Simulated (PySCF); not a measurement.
# Dipole moment and polarisability of `O=CO[SiH]1[SiH2][SiH2][SiH2]1`

Species: CH8O2Si4.
SMILES with atom numbers: `[O:1]=[CH:2][O:3][SiH:4]1[SiH2:5][SiH2:6][SiH2:7]1` (hydrogens: H8 on C2; H9 on Si4; H10, H11 on Si5; H12, H13 on Si6; H14, H15 on Si7)

Cartesian coordinates in Å at the PBE0-D3(BJ)/def2-SVP level; atoms count from 1:
```
atom  x, y, z in Å
O1    -1.6149   -0.0780    0.9773
C2    -2.4038   -0.0217    0.0608
O3    -2.0474    0.0739   -1.1975
Si4   -0.3071    0.1140   -1.4424
Si5    0.7499   -1.6567   -0.2787
Si6    1.4618   -0.1027    1.3576
Si7    0.7240    1.6878   -0.0035
H8    -3.5032   -0.0436    0.1986
H9    -0.2213    0.2367   -2.9249
H10    1.8924   -2.2228   -1.0669
H11   -0.1415   -2.7774    0.1498
H12    0.7739   -0.2184    2.6755
H13    2.9443   -0.1108    1.5714
H14   -0.1795    2.7120    0.6033
H15    1.8584    2.3898   -0.6874
```

Level: wB97X-D/def2-SVPD (PySCF), static field, nuclei fixed, core orbitals frozen in the response. The polarisability tensor in these axes (au):

```
x   129.91  -0.96  11.73
y    -0.96 137.02   0.64
z    11.73   0.64 130.99
```

Q: Give the principal values, the mean and the anisotropy Δα = √{½[(α1 − α2)² + (α2 − α3)² + (α1 − α3)²]}.

A: Principal values 118.64, 137.08 and 142.21 au; mean 132.64 au = 19.66 Å³ = 21.87 × 10⁻⁴⁰ C²·m²/J; Δα = 21.47 au (16 % of the mean).

Q: What is the dipole moment, and where does it point?

A: (-0.81, 0.06, -0.88) D, 1.20 D in size, pointing from the negative to the positive side. Measured along this direction, the outermost atoms are H13 at the negative end and H9, O3 and H8 at the positive end.

Q: Along which axes do the principal values lie, and how far do the nuclei extend along each?

A: Largest value along (0.69, -0.04, 0.72), where the nuclei span 5.46 Å; middle along (-0.02, 1.00, 0.07), 5.51 Å; least along (0.72, 0.06, -0.69), 4.63 Å. 

Q: Find the Langevin capture rate constant for NO+ (29.998 u) meeting this molecule (163.960 u), k = 2.342 × 10⁻⁹ cm³/s × √(α in Å³ / reduced mass in u).

A: The reduced mass is 25.36 u, so k = 2.06 × 10⁻⁹ cm³/s. The formula leaves out the permanent dipole, which adds to the capture rate.

Q: What are the principal values of the traceless quadrupole moment, Θ = ½Σq(3rr − r²1), about the centre of nuclear charge?

A: -4.88, -0.74, 5.63 D·Å. The values depend on the origin, since the dipole doesn't vanish. The electronic extent ⟨r²⟩ about the same centre is 1462 bohr², a root-mean-square distance of 2.18 Å for the 86 electrons.

Isolated species at its PBE0-D3(BJ)/def2-SVP geometry (one conformer only).

These values come from a run that also computed excited states and ΔSCF ions. Hardware: one thread of an Arm Neoverse V2 (shared host). Cost: 4.5 min wall, 1.0 GiB resident at most.
